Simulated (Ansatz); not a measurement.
def2 core potentials replace the inner electrons of Sb.

Z-matrix (Å, degrees):
```
C
H 1 1.1023
H 1 1.1026 2 107.10
C 1 1.5267 2 112.17 3 124.08
H 4 1.1015 1 111.03 2 174.72
H 4 1.1028 5 107.96 1 -122.65
H 4 1.1029 5 107.05 6 -115.12
Sb 1 2.1879 2 107.96 3 -110.87
O 8 2.0068 1 94.82 2 -176.05
H 9 0.9699 8 110.38 1 -44.35
O 8 2.0101 9 98.51 10 45.21
H 11 0.9680 8 110.81 9 91.08
```
Charge 0, spin multiplicity 1.

**Question.** Estimate the HOMO–LUMO gap, hole reorganisation energy (four-point), total energy, adiabatic ionisation energy (no zero-point term) and LUMO that PBE0-D3(BJ)/def2-TZVP // B3LYP-D3(BJ)/def2-SVP run with Ansatz (a quantum-chemistry and plane-wave program) returns for this input.

**Answer.** 
* **HOMO–LUMO gap**: 6.32 eV
* **hole reorganisation energy (four-point)**: 1.259 eV
* **total energy**: -471.0135 Ha
* **adiabatic ionisation energy (no zero-point term)**: 8.38 eV
* **LUMO**: -0.79 eV
